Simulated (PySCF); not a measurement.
PySCF job for C5H9N, SMILES C(C#C)CNC, B3LYP-D3(BJ)/def2-SVP. Geometry optimised at B3LYP-D3(BJ)/def2-SVP. Other conformers were not sampled.

```python
import numpy as np
from pyscf import gto, scf, dft, df
from pyscf.hessian import thermo

mol = gto.M(
    atom='''
    C     3.10711997    0.43402026    0.71348976
    C     1.92686378    0.19097953    0.83673152
    C     0.50031238   -0.09799919    0.95560193
    C    -0.26158173    0.05029844   -0.36927885
    N    -1.65945017   -0.28674474   -0.19106434
    C    -2.43623023   -0.25478877   -1.41475028
    H     4.15409866    0.64684686    0.61104378
    H     0.05588152    0.57667102    1.71058979
    H     0.34833216   -1.12320545    1.33339013
    H    -0.09545761    1.07484646   -0.77322165
    H     0.17356546   -0.64177339   -1.11056304
    H    -2.07728153    0.33391361    0.50172820
    H    -2.39609732    0.71403062   -1.96197701
    H    -2.07348030   -1.03234521   -2.10813906
    H    -3.49231497   -0.47683298   -1.19616529
    ''',
    basis='def2-SVP',
    charge=0,
    spin=0,
    max_memory=1600,
    verbose=3,
)
mf = dft.RKS(mol, xc='b3lyp').density_fit(auxbasis='def2-universal-jkfit')
mf.disp = 'd3bj'
mf.grids.level = 3
mf.conv_tol = 1e-11
mf.max_cycle = 100
mf.kernel()

# [left out here: the lines that compute and print the analytic Hessian (its translational invariance restored by hand, since the grid's response is missing), thermochemistry and intensities]
```

Output:

```
[...]
       6   H                 0.01  0.00 -0.01   -0.02 -0.00  0.01    0.00  0.00 -0.00
       7   H                 0.47 -0.04  0.37   -0.21  0.03 -0.16    0.01 -0.07  0.06
       8   H                -0.06  0.02 -0.09   -0.17 -0.03 -0.17   -0.01  0.03  0.09
       9   H                 0.53  0.03  0.31    0.42  0.06  0.27   -0.03 -0.05 -0.13
      10   H                -0.26 -0.01 -0.20    0.34 -0.04  0.24   -0.03  0.08 -0.11
      11   H                 0.01  0.01 -0.03    0.16  0.03  0.09   -0.02 -0.02  0.01
      12   H                 0.00  0.00 -0.00    0.03  0.07  0.13    0.12  0.07  0.12
      13   H                -0.00 -0.03  0.04    0.05 -0.07  0.07    0.59  0.08  0.17
      14   H                 0.02 -0.03  0.02    0.05  0.02  0.18    0.02  0.29  0.55
Mode                                24                  25                  26
Irrep
Freq [cm^-1]                     1448.8885           1464.1582           1476.5570
Reduced mass [au]                   1.0931              1.0947              1.1429
Force const [Dyne/A]                1.3521              1.3826              1.4682
Char temp [K]                    2084.6279           2106.5976           2124.4368
Normal mode                   x     y     z       x     y     z       x     y     z
       0   C                -0.01 -0.00  0.00   -0.00 -0.00  0.00    0.00  0.00 -0.00
       1   C                -0.00  0.00 -0.01    0.00 -0.00 -0.00    0.00 -0.00  0.00
       2   C                 0.06  0.02 -0.06    0.01  0.00 -0.00   -0.01 -0.00  0.00
       3   C                -0.01  0.00  0.00   -0.01  0.01  0.00    0.01  0.02  0.06
       4   N                -0.00 -0.00 -0.00   -0.01 -0.02 -0.01   -0.04 -0.00 -0.04
       5   C                 0.01  0.00  0.00    0.05 -0.04  0.04    0.03 -0.01 -0.04
       6   H                -0.01 -0.00  0.00   -0.00 -0.00  0.00    0.00  0.00 -0.00
       7   H                -0.22 -0.53  0.31   -0.03 -0.01 -0.01    0.00  0.06 -0.04
       8   H                -0.36  0.27  0.50   -0.02  0.01  0.00    0.05 -0.02 -0.04
       9   H                 0.06 -0.02 -0.05    0.03  0.03  0.07    0.08 -0.10 -0.25
      10   H                 0.04  0.05 -0.02   -0.08 -0.08  0.05   -0.12  0.16 -0.16
      11   H                 0.02 -0.00  0.01    0.19  0.04  0.05    0.42  0.06  0.18
      12   H                -0.02  0.01  0.02   -0.58 -0.10 -0.16   -0.15  0.24  0.43
      13   H                -0.09 -0.04  0.00    0.19  0.13 -0.07   -0.15 -0.35  0.26
      14   H                 0.00 -0.05 -0.07   -0.14  0.59 -0.19    0.01 -0.02 -0.13
Mode                                27                  28                  29
Irrep
Freq [cm^-1]                     1502.3837           1505.1082           2231.0018
Reduced mass [au]                   1.0903              1.1545              5.9757
Force const [Dyne/A]                1.4500              1.5409             17.5241
Char temp [K]                    2161.5956           2165.5155           3209.9149
Normal mode                   x     y     z       x     y     z       x     y     z
       0   C                -0.00  0.00 -0.00    0.00  0.00 -0.00   -0.15 -0.03  0.02
       1   C                 0.00 -0.00  0.00   -0.00  0.00  0.00    0.22  0.04 -0.02
       2   C                 0.00 -0.00  0.01   -0.00 -0.00  0.00   -0.03 -0.01  0.00
       3   C                -0.05 -0.02  0.05   -0.03 -0.03 -0.02   -0.00 -0.00 -0.00
       4   N                -0.00 -0.01  0.01    0.08  0.01  0.03    0.00 -0.00  0.00
       5   C                 0.00  0.00  0.03   -0.01  0.02 -0.01    0.00  0.00 -0.00
       6   H                -0.00  0.00 -0.00    0.00 -0.00 -0.00   -0.29 -0.06  0.03
       7   H                -0.01  0.05 -0.04    0.03  0.01  0.00   -0.02 -0.00  0.00
       8   H                 0.00 -0.03 -0.06   -0.00 -0.01 -0.02   -0.02 -0.00  0.00
       9   H                 0.36 -0.24 -0.42    0.04 -0.05 -0.05    0.00  0.00  0.00
      10   H                 0.24  0.49 -0.28    0.21  0.13 -0.05    0.00 -0.00  0.00
      11   H                -0.01  0.02 -0.01   -0.56 -0.08 -0.28   -0.00 -0.00  0.00
      12   H                 0.02 -0.15 -0.25   -0.27  0.14  0.20   -0.00  0.00 -0.00
      13   H                -0.02  0.19 -0.21    0.07 -0.24  0.34   -0.00 -0.00 -0.00
      14   H                 0.00  0.00  0.01   -0.09  0.14 -0.23    0.00 -0.00  0.00
Mode                                30                  31                  32
Irrep
Freq [cm^-1]                     2922.2284           2928.4356           3016.5327
Reduced mass [au]                   1.0696              1.0638              1.0652
Force const [Dyne/A]                5.3815              5.3751              5.7111
Char temp [K]                    4204.4361           4213.3668           4340.1190
Normal mode                   x     y     z       x     y     z       x     y     z
       0   C                -0.00 -0.00  0.00    0.00  0.00 -0.00    0.00  0.00 -0.00
       1   C                 0.00 -0.00 -0.00   -0.00 -0.00  0.00   -0.00  0.00  0.00
       2   C                 0.00 -0.00  0.00    0.00  0.00 -0.00   -0.03  0.01  0.06
       3   C                 0.01  0.06 -0.03   -0.01 -0.03  0.02    0.00 -0.01 -0.01
       4   N                 0.00  0.00  0.00   -0.00 -0.00  0.00    0.00  0.00 -0.00
       5   C                 0.00 -0.03  0.02    0.00 -0.05  0.03    0.00  0.00 -0.00
       6   H                -0.00 -0.00  0.00    0.00  0.00 -0.00    0.00  0.00  0.00
       7   H                -0.01  0.01  0.01    0.00 -0.01 -0.01    0.35 -0.54 -0.58
       8   H                 0.01  0.03 -0.01   -0.01 -0.02  0.01    0.05  0.39 -0.12
       9   H                -0.10 -0.75  0.28    0.07  0.47 -0.17    0.00  0.01 -0.01
      10   H                -0.05  0.09  0.07    0.02 -0.04 -0.03   -0.05  0.08  0.08
      11   H                 0.00  0.00  0.00    0.00  0.00 -0.00    0.00 -0.00  0.00
      12   H                 0.03  0.43 -0.23    0.03  0.70 -0.38   -0.00 -0.00  0.00
      13   H                 0.03 -0.08 -0.06    0.04 -0.11 -0.08    0.00 -0.00 -0.00
      14   H                -0.09 -0.03  0.02   -0.14 -0.04  0.03   -0.00 -0.00  0.00
Mode                                33                  34                  35
Irrep
Freq [cm^-1]                     3052.8210           3053.1587           3073.6142
Reduced mass [au]                   1.0776              1.0877              1.1003
Force const [Dyne/A]                5.9172              5.9741              6.1243
Char temp [K]                    4392.3297           4392.8155           4422.2465
Normal mode                   x     y     z       x     y     z       x     y     z
       0   C                -0.00 -0.00  0.00    0.00  0.00 -0.00   -0.00  0.00 -0.00
       1   C                 0.00  0.00  0.00   -0.00 -0.00  0.00    0.00  0.00  0.00
       2   C                 0.00  0.00 -0.00   -0.00 -0.03  0.01   -0.00  0.08  0.00
       3   C                 0.00 -0.01 -0.01   -0.03  0.05  0.05   -0.01  0.02  0.02
       4   N                 0.00 -0.00 -0.00    0.00 -0.00 -0.00    0.00 -0.00 -0.00
       5   C                 0.02  0.07  0.02    0.00  0.01  0.00   -0.00 -0.00  0.00
       6   H                -0.00  0.00 -0.00    0.00  0.00 -0.00   -0.00  0.00  0.00
       7   H                 0.00 -0.00 -0.01   -0.02  0.02  0.03    0.16 -0.24 -0.28
       8   H                -0.01 -0.05  0.02    0.05  0.33 -0.12   -0.11 -0.73  0.27
       9   H                 0.00  0.03 -0.01   -0.02 -0.07  0.04   -0.01 -0.07  0.03
      10   H                -0.04  0.07  0.08    0.34 -0.55 -0.58    0.13 -0.21 -0.22
      11   H                -0.00  0.01  0.00   -0.00  0.01  0.01    0.00  0.01  0.00
      12   H                -0.01 -0.18  0.11   -0.00 -0.01  0.01    0.00  0.01 -0.00
      13   H                 0.28 -0.56 -0.50    0.03 -0.08 -0.07   -0.00  0.00  0.00
      14   H                -0.45 -0.08  0.10   -0.07 -0.01  0.01    0.00 -0.00 -0.00
Mode                                36                  37                  38
Irrep
Freq [cm^-1]                     3107.7005           3472.4460           3510.7870
Reduced mass [au]                   1.1033              1.1614              1.0745
Force const [Dyne/A]                6.2778              8.2510              7.8029
Char temp [K]                    4471.2891           4996.0767           5051.2408
Normal mode                   x     y     z       x     y     z       x     y     z
       0   C                 0.00  0.00 -0.00    0.10  0.02 -0.01   -0.00 -0.00  0.00
       1   C                -0.00  0.00  0.00   -0.03 -0.01  0.00    0.00  0.00  0.00
       2   C                 0.00 -0.00  0.00    0.00  0.00  0.00   -0.00  0.00  0.00
       3   C                 0.00  0.00  0.00    0.00 -0.00  0.00   -0.00 -0.00 -0.00
       4   N                 0.00 -0.00 -0.00    0.00 -0.00 -0.00    0.03 -0.04 -0.05
       5   C                -0.08  0.01  0.04    0.00 -0.00  0.00    0.00 -0.00  0.00
       6   H                -0.00 -0.00  0.00   -0.90 -0.18  0.09    0.00  0.00 -0.00
       7   H                 0.00 -0.00 -0.00    0.00 -0.00 -0.00    0.00 -0.00  0.00
       8   H                 0.00  0.00 -0.00    0.00  0.00 -0.00    0.00  0.00 -0.00
       9   H                 0.00  0.00 -0.00   -0.00  0.00 -0.00   -0.00  0.00 -0.00
      10   H                 0.00 -0.00 -0.00    0.00 -0.00 -0.00   -0.01  0.01  0.01
      11   H                -0.01  0.01  0.01   -0.00  0.00  0.00   -0.40  0.57  0.66
      12   H                -0.01  0.05 -0.02   -0.00  0.00 -0.00    0.00  0.00  0.00
      13   H                 0.16 -0.35 -0.30    0.00 -0.00 -0.00   -0.01  0.01  0.01
      14   H                 0.78  0.17 -0.17   -0.00 -0.00 -0.00   -0.01 -0.00 -0.00
temperature 298.1500 [K]
pressure 101325.00 [Pa]
Rotational constants [GHz] 16.54519 1.35861 1.29014
Symmetry number 1
Zero-point energy (ZPE) 0.13018 [Eh]   341798.366 [J/mol]
                           tot       elec      trans        rot        vib
Entropy [J/mol/K]       348.422      0.000    163.876    112.163     72.382
Cv [J/mol/K]            107.436      0.000     12.472     12.472     82.493
Cp [J/mol/K]            115.751      0.000     20.786     12.472     82.493
Internal energy [J/mol]                      3718.434   3718.434 353816.571
Internal energy [Eh]   -250.31786  -250.45546
Enthalpy [J/mol]                             6197.391   3718.434 353816.571
Enthalpy [Eh]          -250.31692
Gibbs free energy [J/mol]                  -42662.343 -29723.113 332235.769
Gibbs free energy [Eh] -250.35649
mode   freq/cm-1   IR/(km/mol)
   1       95.31         0.876
   2      117.59         1.711
   3      125.40         0.450
   4      249.37         1.118
   5      290.16         1.132
   6      365.15         8.042
   7      409.77         0.238
   8      519.86        18.164
   9      689.37        38.879
  10      701.45        32.904
  11      772.00        94.841
  12      795.04         0.539
  13      964.68         2.417
  14     1002.36         4.493
  15     1039.69         9.113
  16     1059.36         4.428
  17     1136.26         2.334
  18     1161.55        17.810
  19     1199.60        43.565
  20     1241.55         3.411
  21     1299.10         1.150
  22     1303.37         8.675
  23     1396.95        15.021
  24     1443.47         1.220
  25     1448.89         1.781
  26     1464.16        16.125
  27     1476.56         0.503
  28     1502.38         0.827
  29     1505.11        30.115
  30     2231.00         6.071
  31     2922.23        34.379
  32     2928.44       148.476
  33     3016.53        15.760
  34     3052.82        34.352
  35     3053.16        22.099
  36     3073.61        18.143
  37     3107.70        26.883
  38     3472.45        71.348
  39     3510.79         0.244
max |gradient| / (hartree/bohr): 2.664548399799042e-05
APT charges: [-0.3363  0.0114  0.1152  0.4213 -0.5651  0.3934  0.2053 -0.0311 -0.0066
 -0.1115 -0.0365  0.1086 -0.1071 -0.0282 -0.0329]
```

The calculation finished and met its thresholds.
